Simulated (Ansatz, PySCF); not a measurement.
Species: SnH3 (charge -1, singlet). Whether it binds its extra electron was not tested at this geometry. 
Geometry from a B3LYP-D3(BJ)/def2-TZVP (Ansatz, a first-principles code) optimisation:
```
Sn
H 1 1.8076
H 1 1.8076 2 92.58
H 1 1.8076 2 92.58 3 92.70
```
Charge -1, spin multiplicity 1.

Total electronic energies in hartree. Correlated levels leave the core frozen unless marked. No spin-orbit coupling. Frozen are the shells of the preceding noble gas and the d and f shells that filled before the atom's block. Past Kr the def2 sets carry scalar-relativistic core potentials. STO-3G rows are all-electron and non-relativistic. Basis-set limits of correlation are two-point, X^-3; Hartree-Fock from the larger set. [CCSD(T)-MP2]/basis is that difference in the basis named.

```tsv
level	program	energy (Eh)
HF/def2-SVP	Ansatz	-215.06303
PBE-D4/def2-TZVPD	Ansatz + dftd4	-216.09788
revPBE-D3(BJ)/def2-TZVPD	Ansatz + dftd3	-216.15757
TPSS/def2-TZVPD	PySCF	-216.02661
r2SCAN-D4/def2-TZVPD	Ansatz + dftd4	-216.18438
B3LYP-D3(BJ)/def2-TZVPD	Ansatz + dftd3	-216.19425
B3LYP-D4/def2-TZVPD	Ansatz + dftd4	-216.19573
B3LYP/def2-TZVPD	Ansatz	-216.19139
TPSSh/def2-TZVPD	PySCF	-216.03825
PW6B95-D3(BJ)/def2-TZVPD	PySCF + dftd3	-216.23999
M06-2X/def2-TZVPD	PySCF	-216.02076
CAM-B3LYP-D4/def2-TZVPD	Ansatz + dftd4	-216.09268
LC-wPBE-D3(BJ)/def2-TZVPD	Ansatz + dftd3	-216.14192
MP2/STO-3G	Ansatz	-5964.86474
MP2/def2-SVP	Ansatz	-215.16500
MP2/def2-TZVPP	Ansatz	-215.20709
MP2/def2-QZVPP	Ansatz	-215.21975
SCS-MP2/STO-3G	Ansatz	-5964.87204
CCSD/CBS(def2-TZVPPD,def2-QZVPPD)	Ansatz	-215.2509
CCSD(T)/def2-SVP	Ansatz	-215.19563
RI-MP2/CBS(def2-TZVPPD,def2-QZVPPD)+[CCSD(T)-MP2]/def2-SVPD	Ansatz	-215.2601
RI-MP2/CBS(def2-TZVPPD,def2-QZVPPD)+[CCSD(T)-MP2]/def2-TZVPPD	Ansatz	-215.2598
CCSD(T)/CBS(def2-TZVPPD,def2-QZVPPD)	Ansatz	-215.2568
```

Totals of different functionals don't rank their quality; only differences between species are comparable.
